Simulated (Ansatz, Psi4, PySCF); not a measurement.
Br (SMILES [Br+]), charge +1, triplet. Base run: R2SCAN/def2-TZVP (PySCF).

Here is a job for PySCF.
```python
from pyscf import gto, scf, dft

mol = gto.M(
    atom='''
Br    0.000000    0.000000    0.000000
''',
    basis='def2-tzvp',
    charge=1,
    spin=2,
    verbose=4,
)

mf = dft.UKS(mol)
mf.xc = 'r2scan'
mf.kernel()
```

The same geometry, method and basis name were run in Ansatz (an electronic-structure program) and Psi4 and PySCF, at each program's defaults and at the settings that a row names. The base is PySCF at its defaults. Differences at the defaults can come from grids, fitting, cores and function types together.

| code and settings | ΔE vs base (µEh) | basis functions | E (Eh) | SCF cycles |
|---|---|---|---|---|
| PySCF, defaults (exact integrals, its default grid, spherical functions) | 0.0 | 48 | -2573.65518 | 7 |
| Psi4, defaults (density fitting with its default set, its default grid, spherical functions) | -2590 | 48 | -2573.65777 | 8 |
| Ansatz, defaults (factorised integrals, its default grid, spherical functions) | -134 | 48 | -2573.65531 | - |
| PySCF, density fitting with def2-universal-jkfit | -11.7 | 48 | -2573.65519 | 7 |
| PySCF, fine grid | -98.3 | 48 | -2573.65528 | 7 |
| Psi4, exact integrals, spherical functions, fine grid | -257 | 48 | -2573.65544 | 10 |
| Ansatz, high accuracy | -134 | 48 | -2573.65531 | - |

Open shells are given as the SCF converged; they aren't shown to be the lowest states, and a large step between rows can be another state.
